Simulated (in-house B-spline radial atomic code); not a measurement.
**RPA and G0W0 on BHandHLYP: K IX (K8+)**

Configuration [Ne] 3s1, highest spin, mean-field start BHandHLYP. Computed with a B-spline radial code for spherical atoms: all electrons, scalar-relativistic (spin-free one-electron X2C), finite nucleus, each spin shell either full or empty, empty states to l = 9 with an (l + 1/2)⁻⁴ tail; G0W0 by contour deformation at full frequency.

Command:
```bash
python run_gw.py task.json out
```
Settings (radii: box in bohr, nucleus in fm):
```
Z                        19
electrons                11
configuration            [Ne] 3s1
hamiltonian              x2c
method                   bhandhlyp
lmax                     9
rms_radius               3.4349
spin_polarised           True
box_radius               7.7
intervals                67
ion_configuration        [He] 2s2 2p6
```

Time taken, with all properties: 3.6 s on 1 thread of Intel(R) Xeon(R) Platinum 8259CL CPU @ 2.50GHz (shared host).

Energies (hartree):

| term | value |
| --- | --- |
| mean-field total | -580.34731 |
| Hartree-Fock functional on these orbitals | -579.86131 |
| direct second order | -0.70455 |
| second-order exchange | 0.26533 |
| SOSEX correction | 0.25063 |

Problem. What is the RPA correlation energy, and what remains with SOSEX?

Solution. RPA gives -0.65694 hartree (-1.63 eV per electron); RPA + SOSEX gives -0.40632, and the second-order doubles -0.43922 hartree (no singles). RPA lacks exchange-type terms and so overcorrelates at short range.

Quasi-particle levels (eV):

```tsv
level	occupied	mean field	Σx - vxc	Σc	QP weight	G0W0
3s up	yes	-171.87	-3.50	?	?	?
2p down	yes	-461.58	-15.22	2.54	0.979	-474.26
2s down	yes	-538.44	-20.44	4.81	0.922	-554.07
3s down	no	-159.67	7.24	-2.47	0.969	-154.90
```

G0W0 = mean field + (Σx - vxc) + Σc, with Σc (partial-wave tail included) taken at the quasi-particle energy. Only the outer levels were computed. Levels of low weight are left out.

Problem. Where does G0W0 put 3s up?

Solution. At -177.09 eV, with Σc = -1.72 eV and a quasi-particle weight of 0.982. The tabulated removal energy is 175.817 ± 0.0025 eV (NIST, semi-empirical); the calculation leaves out spin-orbit coupling, Breit and QED terms, and what these don't explain is the method's own error.

Problem. What does it cost to remove one electron (to [He] 2s2 2p6) by differences of total energies, each species on its own start (correlation terms add to the Hartree-Fock functional)?

Solution. BHandHLYP 176.87 eV, Hartree-Fock functional 175.29 eV, + RPA 176.64 eV, + RPA + SOSEX 175.78 eV, + second order 175.88 eV. Tabulated: 175.817 ± 0.0025 eV (NIST, semi-empirical); the calculation leaves out spin-orbit coupling, Breit and QED terms, and what these don't explain is the method's own error.
